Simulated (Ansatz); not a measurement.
Consider the formal hydrolysis of the Al–N bond: `[AlH2][NH][SiH2][GeH3]` + H₂O → `[OH][AlH2]` + `N[SiH2][GeH3]`.

Isolated molecules relaxed with PBE0-D4/def2-TZVP in Ansatz; ΔE leaves out vibrations. CCSD(T)/CBS adds triple-zeta CCSD(T) − MP2 to the extrapolated MP2 energy (def2 sets, frozen cores). This one scheme is used for every species. Functionals use def2-TZVPP. For Ge outer-core shells are correlated without core-valence functions, which leaves a few kJ/mol of doubt a bond. Scalar relativity is left out up to krypton. One conformer a species, not always the lowest.

Problem. Is it downhill or uphill in electronic energy at CCSD(T)/CBS, and by how much? (Estimate.)

Solution. The calculation gave: Downhill: ΔE = -6.6 kcal/mol.

Problem. What do these levels give: r2SCAN0-D4, ωB97M-V, B2PLYP, RPA@PBE/def2-TZVPP, CCSD/def2-SVP, SCS-MP2/def2-QZVPP? (Best estimate.)

Solution. Ansatz gave: r2SCAN0-D4 -7.6, ωB97M-V -7.9, B2PLYP -8.6, RPA@PBE/def2-TZVPP -6.7, CCSD/def2-SVP -7.0, SCS-MP2/def2-QZVPP -7.5 kcal/mol.

Problem. What do rigid-rotor, harmonic-oscillator terms from PBE0-D4/def2-TZVP frequencies (298.15 K, 1 bar) make of the CCSD(T)/CBS value? (Estimate.)

Solution. Ansatz gave: ΔZPE = +0.6 kcal/mol, ΔH = -6.6 kcal/mol, ΔS = 14 J/(mol·K), ΔG = -7.6 kcal/mol. Modes under 50 cm⁻¹ make the entropy rough.

Largest T1 diagnostic among the species: 0.012.

Leaving LDA and LC-ωPBE aside and taking each functional with its dispersion term where it has one, the values, not all of them listed here, spread over 2.3 kcal/mol, from CAM-B3LYP-D4 to revPBE-D4. In def2-TZVPP, CCSD(T) changes the Hartree–Fock value by +2.9 kcal/mol (the triples alone add +0.5 kcal/mol) and MP2 by +2.6 kcal/mol. The D4 term adds +1.7 kcal/mol with B3LYP and +1.0 kcal/mol with PBE0; it sums over pairs of atoms, weighted by their polarisabilities, and B3LYP, whose exchange is more repulsive, gets the larger term.

B3LYP here is the variant with VWN-RPA as its local correlation; programs differ in this.
